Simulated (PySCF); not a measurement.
An unknown is described by computed data only.

Elements present: B, C, H and O. Monoisotopic mass: 116.0645 u.

* Valence photoelectron: vertical ionisation energy: 9.60 eV [ΔSCF CAM-B3LYP/def2-SVPD]
* Triplet: lowest triplet excitation (Tamm–Dancoff): 6.90 eV [TDA CAM-B3LYP/def2-SVPD]
* Polarisability: 70.4 au [CAM-B3LYP/def2-SVPD]
* Dipole: 0.24 D [CAM-B3LYP/def2-SVPD]
* 13C NMR: chemical shifts (computed TMS as zero) by class: 51.6 (1 C), 51.5 (1 C), 7.1 (2 C) ppm [GIAO KT3/pcSseg-1]
* Rotational structure: rotational constants A, B, C: 3.459, 1.490, 1.144 GHz [PBE0-D3(BJ)/def2-SVP]
* 1H NMR: chemical shifts (computed TMS as zero) by class: 3.63 (3 H), 3.22 (1 H), 2.50 (1 H), 1.31 (2 H), 0.30 (2 H) ppm [GIAO KT3/pcSseg-1]
* Couplings: largest of the computed one-bond spin–spin couplings (means over like bonds): 13C–1H +191.5, 13C–1H +171.4 (×2), 13C–1H +167.3 (×2), 13C–1H +148.3 (×3), 17O–1H -85.2, 17O–11B -23.1, 17O–11B -20.2, 17O–13C +19.9 Hz [B3LYP/pcJ-1, spin–dipole term left out for some pairs]

Electronic properties: PySCF, gas phase, density fitting. Levels stand in brackets. The structure is a single PBE0-D3(BJ)/def2-SVP conformer in the gas phase; no vibrational or solvent corrections. NMR classes are plain means over equivalent atoms (diastereotopic ones count apart unless rotation or inversion swaps them), as if these changed places fast.

Problem. Which formula fits the mass and the elements?

Solution. C4H9BO3 (calculated 116.0645). No other formula that holds each of these elements comes within 0.0003 u with a fitting electron parity and a possible valence count.

Problem. What is the compound? Reason from the data.

Solution. Numbering: `[CH3:1][O:2][B:3]([OH:4])[O:5][CH:6]1[CH2:7][CH2:8]1`. 4 carbons fall into 3 classes; from least to most shielded: methoxy carbon [C1] (51.6 ppm), ring sp3 carbon bound to oxygen [C6] (51.5 ppm), three-membered-ring carbon [C7/C8] (7.1 ppm, 2 C). Hydrogen classes from least to most shielded: 3 H on a methoxy carbon, C1 (3.63 ppm, a mean of values up to 0.8 ppm apart in this geometry), 1 H on an sp3 carbon bound to oxygen, C6 (3.22 ppm), 1 H on a boron-bound oxygen, O4 (2.50 ppm), 2 H on 2 three-membered-ring carbons, C7/C8 (1.31 ppm), 2 H on 2 three-membered-ring carbons, C7/C8 (0.30 ppm). The couplings run between: +191.5 Hz, sp3 carbon bound to oxygen [C6] and its hydrogen; +171.4 Hz, three-membered-ring carbon [C7] and its hydrogen (with 1 like pair); +167.3 Hz, three-membered-ring carbon [C7] and its hydrogen (with 1 like pair); +148.3 Hz, methoxy carbon [C1] and its hydrogen (with 2 like pairs); -85.2 Hz, boron-bound oxygen [O4] and its hydrogen; -23.1 Hz, boron-bound oxygen [O5] and three-coordinate boron [B3]; -20.2 Hz, boron-bound oxygen [O2] and three-coordinate boron [B3]; +19.9 Hz, boron-bound oxygen [O5] and sp3 carbon bound to oxygen [C6]. The first electron is taken from the HOMO, whose largest Löwdin shares are 0.30 on a boron-bound oxygen, 0.22 on the sp3 carbon bound to oxygen and 0.15 on each of 2 atoms of one kind (three-membered-ring carbon). By its constants the optimised geometry is an asymmetric top. Structure: `COB(O)OC1CC1`. Computed isomers that give other values at the same levels: `COB1OCCCO1` (13C chemical shifts (computed TMS as zero) by class: 65.2 (2 C), 51.0 (1 C), 31.0 (1 C) ppm); `CCOB1OCCO1` (13C chemical shifts (computed TMS as zero) by class: 67.7 (2 C), 63.3 (1 C), 19.9 (1 C) ppm); `CO[C@@H]1COB(C)O1` (13C chemical shifts (computed TMS as zero) by class: 103.9 (1 C), 74.0 (1 C), 55.3 (1 C), -6.3 (1 C) ppm). The assignments are read from this structure; whether some other isomer fits the data as well wasn't checked.

Shape of the structure used: `[CH3:1][O:2][B:3]([OH:4])[O:5][CH:6]1[CH2:7][CH2:8]1`: C1–O2–B3–O4 -1°, O2–B3–O5–C6 0°, B3–O5–C6–C7 -37°, H–O4–B3–O2 179°.
